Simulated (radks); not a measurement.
Coulomb parameter of the 3d shell of the zinc ion Zn3+ in the model configuration [Ar] 3d8 4p1, as a second difference U = [E(n + 0.5) + E(n - 0.5) - 2 E(n)] / (0.5)^2 with all orbitals relaxed. "Bare": the charge of the atom changes with n. "Screened": the 4p shell takes up the change at fixed total charge, which measures U(3d,3d) + U(4p,4p) - 2 U(3d,4p). All-electron calculation, scalar-relativistic Kohn-Sham, PBE, spin-unpolarised, spherical densities, point nucleus. Program: a radial shooting solver on a logarithmic mesh with Libxc functionals.

case              configuration  E - E(n) (eV)
start              [Ar] 3d8 4p1          0.000
bare +0.5        [Ar] 3d8.5 4p1        -27.513
bare -0.5        [Ar] 3d7.5 4p1         33.108
screened +0.5  [Ar] 3d8.5 4p0.5        -14.535
screened -0.5  [Ar] 3d7.5 4p1.5         16.343

U(bare) = 22.380 eV, U(screened by 4p) = 7.235 eV, against the Slater integral F0(3d,3d) = 32.145 eV with frozen orbitals.
